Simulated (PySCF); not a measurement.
Rigid-rotor lines calculated for a species of formula C2H5F3O3Si (commonest isotopes; PBE0/def2-SVPD in PySCF (dipole) on a GFN2-xTB geometry, gas phase), labelled J(Ka,Kc):

```csv
transition,MHz
"2(1,2) ← 1(1,1)",3356.4
"2(1,1) ← 1(1,0)",3583.8
"2(0,2) ← 1(0,1)",3464.6
"1(0,1) ← 0(0,0)",1735.1
"1(1,1) ← 0(0,0)",3428.7
```

(1) Find the rotational constants.

(2) What moments of inertia, asymmetry and inertial defect follow?

(3) Which dipole components do these lines need?

(4) Where do these fall, and of which type are they? 3(2,2) ← 2(1,2); 2(2,1) ← 1(1,1); 2(1,1) ← 1(0,1); 2(1,2) ← 1(0,1); 3(2,1) ← 2(1,1); 4(4,0) ← 3(3,0); 4(3,2) ← 3(2,2); 4(2,3) ← 4(1,4); 3(2,2) ← 3(1,3); 4(0,4) ← 3(0,3); 4(3,2) ← 4(2,3); 3(3,1) ← 3(2,1); 3(2,2) ← 3(1,2); 1(1,0) ← 1(0,1).

(5) Which structure gave them?

Answers

(1) 1(0,1) ← 0(0,0) is B + C, 2(1,1) ← 1(1,0) is 3B + C and 2(1,2) ← 1(1,1) is B + 3C, so B − C is half the difference of the last two, 113.7 MHz. 1(1,1) ← 0(0,0) is A + C. A = 2618.0, B = 924.4, C = 810.7 MHz.

(2) I = 505379 MHz·u·Å² over each constant: Ia = 193.04, Ib = 546.73, Ic = 623.39 u·Å²; κ = (2B − A − C)/(A − C) = -0.874 (asymmetric top); Δ = Ic − Ia − Ib = -116.39 u·Å².

(3) μa and μb (a-type: ΔKa even, ΔKc odd; b-type: both odd). The calculation gives |μa| = 3.16 D, |μb| = 0.32 D, |μc| = 0.92 D.

(4) 
```
     transition    MHz  type  branch
1(1,0) ← 1(0,1)   1807     b       Q
3(2,2) ← 3(1,2)   4914     c       Q
2(1,2) ← 1(0,1)   5050     b       R
2(1,1) ← 1(0,1)   5391     c       R
3(2,2) ← 3(1,3)   5596     b       Q
4(2,3) ← 4(1,4)   5829     b       Q
4(0,4) ← 3(0,3)   6886     a       R
3(3,1) ← 3(2,1)   8728     c       Q
4(3,2) ← 4(2,3)   8770     b       Q
2(2,1) ← 1(1,1)   8778     c       R
3(2,1) ← 2(1,1)  10314     c       R
3(2,2) ← 2(1,2)  10627     c       R
4(3,2) ← 3(2,2)  15706     c       R
4(4,0) ← 3(3,0)  19194     c       R
```

(5) `O[SiH2]OCOC(F)(F)F`, point group C1. Three constants can't fix a structure by themselves; this is the one that was computed:
```xyz
14
C2H5F3O3Si angstrom
O     -1.580   -0.708    1.146
Si    -1.829    0.586    0.208
O     -0.396    1.036   -0.444
C      0.470    0.299   -1.178
O      0.983   -0.838   -0.473
C      1.794   -0.586    0.538
F      2.276   -1.735    1.005
F      2.860    0.164    0.191
F      1.246    0.048    1.578
H     -2.246   -1.087    1.711
H     -2.763    0.230   -0.860
H     -2.121    1.804    0.939
H      1.308    0.940   -1.486
H     -0.003   -0.154   -2.058
```

The values belong to one conformer (point group C1) with, in the numbering `[OH:1][SiH2:2][O:3][CH2:4][O:5][C:6]([F:7])([F:8])[F:9]`, H–O1–Si2–O3 173°, O1–Si2–O3–C4 56°, Si2–O3–C4–O5 -61°, O3–C4–O5–C6 -68°. Stationary, but not proved a minimum. These are rigid-rotor constants of the computed structure; measured ground-state constants (B0) also hold zero-point vibration.
